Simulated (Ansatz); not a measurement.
A first, cheap relaxation of AlClGeH4.

```yaml
crystal:
  periodic: [false, false, false]
  atoms:
    - {symbol: Al, position_ang: [-0.808200, 0.339000, -1.097600]}
    - {symbol: Ge, position_ang: [0.816600, -0.201700, 0.564200]}
    - {symbol: Cl, position_ang: [0.128600, -1.942600, 1.650100]}
    - {symbol: H, position_ang: [-1.949500, -0.662700, -1.378300]}
    - {symbol: H, position_ang: [-1.326900, 1.900900, -1.192800]}
    - {symbol: H, position_ang: [2.166900, -0.491900, -0.138800]}
    - {symbol: H, position_ang: [1.033700, 0.991000, 1.547500]}
basis:
  gaussian: {orbitals: def2-SVP}
hamiltonian: {xc: pbe, dispersion: d4}
relax: {f_tol: 0.03, max_steps: 200}
```

```sh
$ ansatz run in.yaml --threads 4 --pin off --events-out ev --progress --plain
```

Output, abridged:

```
Functional definition: PBE
mean field -75672.20065595 eV, -2780.9020816463 hartree, gradient 1.6e-5 eV, S^2 0.000000; 0 other end points of the search recorded, 0 dependent functions left out
relax step   1: F+E_penalty+E_count = -75672.34709217 eV  Δ(F+E_penalty+E_count) = +0.000e0 eV  max|allowed force component| = 1.256e0 eV/Å  Δτ_max = 0.0000 Å  (24 SCF iters, accepted)
mean field -75672.54321441 eV, -2780.9146704375 hartree, gradient 1.1e-5 eV, S^2 0.000000; 0 other end points of the search recorded, 0 dependent functions left out
relax step   2: F+E_penalty+E_count = -75672.68760244 eV  Δ(F+E_penalty+E_count) = -3.405e-1 eV  max|allowed force component| = 4.083e-1 eV/Å  Δτ_max = 0.1949 Å  (27 SCF iters, accepted)
mean field -75672.58008052 eV, -2780.9160252423 hartree, gradient 6.4e-6 eV, S^2 0.000000; 0 other end points of the search recorded, 0 dependent functions left out
relax step   3: F+E_penalty+E_count = -75672.72330166 eV  Δ(F+E_penalty+E_count) = -3.570e-2 eV  max|allowed force component| = 9.099e-2 eV/Å  Δτ_max = 0.0802 Å  (26 SCF iters, accepted)
mean field -75672.58400962 eV, -2780.9161696340 hartree, gradient 1.8e-5 eV, S^2 0.000000; 0 other end points of the search recorded, 0 dependent functions left out
relax step   4: F+E_penalty+E_count = -75672.72716678 eV  Δ(F+E_penalty+E_count) = -3.865e-3 eV  max|allowed force component| = 6.781e-2 eV/Å  Δτ_max = 0.0270 Å  (25 SCF iters, accepted)
mean field -75672.58879826 eV, -2780.9163456133 hartree, gradient 6.5e-6 eV, S^2 0.000000; 0 other end points of the search recorded, 0 dependent functions left out
relax step   5: F+E_penalty+E_count = -75672.73213424 eV  Δ(F+E_penalty+E_count) = -4.967e-3 eV  max|allowed force component| = 3.614e-2 eV/Å  Δτ_max = 0.0780 Å  (25 SCF iters, accepted)
mean field -75672.58917599 eV, -2780.9163594943 hartree, gradient 1.8e-5 eV, S^2 0.000000; 0 other end points of the search recorded, 0 dependent functions left out
relax step   6: F+E_penalty+E_count = -75672.73274894 eV  Δ(F+E_penalty+E_count) = -6.147e-4 eV  max|allowed force component| = 2.449e-2 eV/Å  Δτ_max = 0.0281 Å  (25 SCF iters, accepted)
mean field -75672.58957583 eV, -2780.9163741884 hartree, gradient 1.8e-5 eV, S^2 0.000000; 0 other end points of the search recorded, 0 dependent functions left out
relax step   7: F+E_penalty+E_count = -75672.73338878 eV  Δ(F+E_penalty+E_count) = -6.398e-4 eV  max|allowed force component| = 3.173e-2 eV/Å  Δτ_max = 0.0339 Å  (25 SCF iters, accepted)
mean field -75672.59042140 eV, -2780.9164052625 hartree, gradient 1.2e-5 eV, S^2 0.000000; 0 other end points of the search recorded, 0 dependent functions left out
relax step   8: F+E_penalty+E_count = -75672.73506469 eV  Δ(F+E_penalty+E_count) = -1.676e-3 eV  max|allowed force component| = 7.847e-2 eV/Å  Δτ_max = 0.1178 Å  (26 SCF iters, accepted)
mean field -75672.59241768 eV, -2780.9164786243 hartree, gradient 6.2e-6 eV, S^2 0.000000; 0 other end points of the search recorded, 0 dependent functions left out
relax step   9: F+E_penalty+E_count = -75672.73744803 eV  Δ(F+E_penalty+E_count) = -2.383e-3 eV  max|allowed force component| = 1.652e-1 eV/Å  Δτ_max = 0.1000 Å  (26 SCF iters, accepted)
mean field -75672.59562951 eV, -2780.9165966569 hartree, gradient 2.6e-5 eV, S^2 0.000000; 0 other end points of the search recorded, 0 dependent functions left out
relax step  10: F+E_penalty+E_count = -75672.74129199 eV  Δ(F+E_penalty+E_count) = -3.844e-3 eV  max|allowed force component| = 3.121e-1 eV/Å  Δτ_max = 0.1500 Å  (25 SCF iters, accepted)
mean field -75672.60517826 eV, -2780.9169475671 hartree, gradient 1.9e-5 eV, S^2 0.000000; 0 other end points of the search recorded, 0 dependent functions left out
relax step  11: F+E_penalty+E_count = -75672.75173545 eV  Δ(F+E_penalty+E_count) = -1.044e-2 eV  max|allowed force component| = 3.951e-1 eV/Å  Δτ_max = 0.1655 Å  (26 SCF iters, accepted)
mean field -75672.63787382 eV, -2780.9181491068 hartree, gradient 2.2e-5 eV, S^2 0.000000; 0 other end points of the search recorded, 0 dependent functions left out
relax step  12: F+E_penalty+E_count = -75672.78635507 eV  Δ(F+E_penalty+E_count) = -3.462e-2 eV  max|allowed force component| = 3.783e-1 eV/Å  Δτ_max = 0.1968 Å  (26 SCF iters, accepted)
mean field -75672.70797194 eV, -2780.9207251650 hartree, gradient 1.3e-5 eV, S^2 0.000000; 0 other end points of the search recorded, 0 dependent functions left out
relax step  13: F+E_penalty+E_count = -75672.85900329 eV  Δ(F+E_penalty+E_count) = -7.265e-2 eV  max|allowed force component| = 3.142e-1 eV/Å  Δτ_max = 0.1956 Å  (26 SCF iters, accepted)
mean field -75672.81800535 eV, -2780.9247688184 hartree, gradient 2.0e-5 eV, S^2 0.000000; 0 other end points of the search recorded, 0 dependent functions left out
relax step  14: F+E_penalty+E_count = -75672.97189063 eV  Δ(F+E_penalty+E_count) = -1.129e-1 eV  max|allowed force component| = 4.313e-1 eV/Å  Δτ_max = 0.1976 Å  (25 SCF iters, accepted)
mean field -75672.94539821 eV, -2780.9294504195 hartree, gradient 2.4e-5 eV, S^2 0.000000; 0 other end points of the search recorded, 0 dependent functions left out
relax step  15: F+E_penalty+E_count = -75673.10173410 eV  Δ(F+E_penalty+E_count) = -1.298e-1 eV  max|allowed force component| = 4.986e-1 eV/Å  Δτ_max = 0.1934 Å  (25 SCF iters, accepted)
mean field -75672.92506722 eV, -2780.9287032695 hartree, gradient 2.7e-5 eV, S^2 0.000000; 0 other end points of the search recorded, 0 dependent functions left out
relax step  16: F+E_penalty+E_count = -75673.08402550 eV  Δ(F+E_penalty+E_count) = +1.771e-2 eV  max|allowed force component| = 9.666e-1 eV/Å  Δτ_max = 0.1950 Å  (30 SCF iters, rejected (line search))
mean field -75672.97146204 eV, -2780.9304082478 hartree, gradient 1.8e-5 eV, S^2 0.000000; 0 other end points of the search recorded, 0 dependent functions left out
relax step  17: F+E_penalty+E_count = -75673.12891843 eV  Δ(F+E_penalty+E_count) = -2.718e-2 eV  max|allowed force component| = 3.510e-1 eV/Å  Δτ_max = 0.0975 Å  (26 SCF iters, accepted)
mean field -75672.99574190 eV, -2780.9313005159 hartree, gradient 1.3e-5 eV, S^2 0.000000; 0 other end points of the search recorded, 0 dependent functions left out
relax step  18: F+E_penalty+E_count = -75673.15360588 eV  Δ(F+E_penalty+E_count) = -2.469e-2 eV  max|allowed force component| = 1.623e-1 eV/Å  Δτ_max = 0.0636 Å  (26 SCF iters, accepted)
mean field -75672.99812399 eV, -2780.9313880562 hartree, gradient 9.2e-6 eV, S^2 0.000000; 0 other end points of the search recorded, 0 dependent functions left out
relax step  19: F+E_penalty+E_count = -75673.15582553 eV  Δ(F+E_penalty+E_count) = -2.220e-3 eV  max|allowed force component| = 5.214e-2 eV/Å  Δτ_max = 0.0169 Å  (27 SCF iters, accepted)
mean field -75672.99820557 eV, -2780.9313910543 hartree, gradient 9.5e-6 eV, S^2 0.000000; 0 other end points of the search recorded, 0 dependent functions left out
relax step  20: F+E_penalty+E_count = -75673.15576585 eV  Δ(F+E_penalty+E_count) = +5.968e-5 eV  max|allowed force component| = 4.383e-2 eV/Å  Δτ_max = 0.0065 Å  (28 SCF iters, rejected (line search))
mean field -75672.99840940 eV, -2780.9313985449 hartree, gradient 7.9e-6 eV, S^2 0.000000; 0 other end points of the search recorded, 0 dependent functions left out
relax step  21: F+E_penalty+E_count = -75673.15606260 eV  Δ(F+E_penalty+E_count) = -2.371e-4 eV  max|allowed force component| = 1.587e-2 eV/Å  Δτ_max = 0.0032 Å  (21 SCF iters, accepted)
mean field -75672.99840940 eV, -2780.9313985449 hartree, gradient 7.8e-6 eV, S^2 0.000000; 1 other end points of the search recorded, 0 dependent functions left out
Total energy: -75673.15610195 eV, -2780.9371936392 hartree
Atom 0 at    -1.088109     0.191998    -0.749436 Å, force    -0.015874    -0.007117     0.000204 eV/Å
Atom 1 at     1.200704     0.152951     0.231300 Å, force    -0.000371    -0.005484     0.010566 eV/Å
Atom 2 at    -0.697376    -1.030491     1.230311 Å, force     0.000593    -0.000688     0.002342 eV/Å
Atom 3 at    -1.300455    -0.808235    -1.970762 Å, force    -0.000986     0.005322    -0.004619 eV/Å
Atom 4 at    -1.930618     1.503090    -0.419490 Å, force     0.003925     0.001555    -0.006467 eV/Å
Atom 5 at     2.209659    -1.039409     0.146494 Å, force     0.005584     0.003003    -0.003136 eV/Å
Atom 6 at     1.667394     0.962097     1.485884 Å, force     0.007128     0.003408     0.001110 eV/Å
Dipole moment:     0.291736     0.112131    -0.049072 e Å
```

Hardware: 4 threads of a server CPU on a shared host. Wall time 29 s, peak host memory 0.15 GiB.
